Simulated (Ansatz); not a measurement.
A nudged elastic band was laid between two geometries of a periodic cell of 20 atoms, Li₁₆H₃C (surface Li(110), adsorbate CH3).

Theory: Ansatz 0.2.0, DFT PBE-D3(BJ), scalar-relativistic, plane waves, PAW. Settings: cutoff 420 eV, k mesh 3x3x1, gaussian smearing 0.05 eV, no spin polarisation.

| Property | Result |
| --- | --- |
| movable images | 7 |
| climbing image | yes |
| spring | 5.0 eV/Å² |
| optimiser | quadratic models (default) |
| start path | IDPP |
| force threshold | 0.05 eV/Å |
| iteration limit | 80 |
| end points | relaxed |
| atoms held | 1 to 4 |

Initial state:

```xyz
20
Lattice="6.9800 0.0000 0.0000 3.4900 4.9356 0.0000 0.0000 0.0000 18.4034" Properties=species:S:1:pos:R:3
Li 0.000 2.468 1.000
Li 3.490 2.468 1.000
Li 1.745 4.936 1.000
Li 5.235 4.936 1.000
Li -0.004 -0.348 3.171
Li 3.496 -0.228 3.219
Li 1.631 2.185 3.218
Li 5.350 2.194 3.225
Li 0.011 2.467 5.655
Li 3.482 2.447 5.319
Li 1.856 5.014 5.393
Li 5.129 5.000 5.388
Li 0.008 0.025 7.807
Li 3.490 -0.108 7.433
Li 2.101 2.621 7.827
Li 4.888 2.612 7.816
C 3.502 3.385 9.295
H 2.636 2.903 9.797
H 4.364 2.889 9.791
H 3.512 4.394 9.764
```

Final state:

```xyz
20
Lattice="6.9800 0.0000 0.0000 3.4900 4.9356 0.0000 0.0000 0.0000 18.4034" Properties=species:S:1:pos:R:3
Li 0.000 2.468 1.000
Li 3.490 2.468 1.000
Li 1.745 4.936 1.000
Li 5.235 4.936 1.000
Li -0.129 -0.286 3.355
Li 3.596 -0.587 3.169
Li 1.932 1.943 3.256
Li 5.104 2.234 3.396
Li 0.216 2.217 5.477
Li 3.347 2.831 5.903
Li 1.414 5.178 5.460
Li 5.514 4.909 5.482
Li 0.100 0.220 7.485
Li 3.082 1.033 7.837
Li 1.432 3.051 7.663
Li 5.361 2.910 7.551
C 3.456 3.145 8.107
H 1.439 1.283 6.763
H 4.148 2.759 8.902
H 2.792 3.765 8.769
```

(1) Which bonds break or form, and what moves?

(2) What energy profile does the band end with?

(3) What is the geometry of the highest image?

## Answers

(1) Contacts lost: C17–H18. Contacts made: Li10–Li13, Li10–C17, Li14–C17. The atom that moves furthest is H18, by 3.64 Å.

(2) It converged. The highest image is number 4 of 0 to 8, 1.21 eV above the first end and 1.45 eV above the last; the last end lies 0.24 eV below the first. By the program's own check the climbing image is of a kind that is not told: the force calls were inconclusive, a negative curvature could not be distinguished from the path's own, the only one lies far off the path, or fixed occupations may fill a level only in part (lowest curvatures found: -7.48 and -0.04 eV/Å²). Limits of this set-up: coarse k mesh, thin slab, slab without dipole correction, odd electron count without spin.

```
image  path coordinate (Å)  energy (eV)  C17–H18 (Å)  Li10–Li13 (Å)  Li10–C17 (Å)
    0                 0.00         0.00         1.11           3.54          4.08
    1                 1.23         0.03         1.11           3.30          3.91
    2                 2.46         0.08         1.12           3.09          3.63
    3                 3.70         0.14         1.13           2.93          3.01
    4                 4.93         1.21         1.75           2.91          2.27
    5                 5.75         0.26         2.65           2.91          2.14
    6                 6.56        -0.11         2.90           2.87          2.17
    7                 7.38        -0.19         3.04           2.83          2.22
    8                 8.19        -0.24         3.06           2.82          2.23
```

(3) 
```xyz
20
Lattice="6.9800 0.0000 0.0000 3.4900 4.9356 0.0000 0.0000 0.0000 18.4034" Properties=species:S:1:pos:R:3
Li 0.000 2.468 1.000
Li 3.490 2.468 1.000
Li 1.745 4.936 1.000
Li 5.235 4.936 1.000
Li 0.023 -0.133 3.302
Li 3.489 -0.497 3.152
Li 1.931 2.216 3.363
Li 5.009 2.164 3.298
Li -0.071 2.436 5.379
Li 3.560 2.807 5.924
Li 1.618 5.068 5.450
Li 5.446 5.052 5.459
Li 0.279 0.063 7.832
Li 3.389 0.634 7.761
Li 1.413 2.896 7.522
Li 5.420 2.698 7.727
C 3.384 2.771 8.191
H 2.107 1.580 8.313
H 3.998 2.284 8.992
H 2.754 3.450 8.821
```

Run time: 9.7 min on 2 threads of Intel(R) Xeon(R) Platinum 8488C (Sapphire Rapids), with other jobs on the host, peak memory 1.6 GiB.
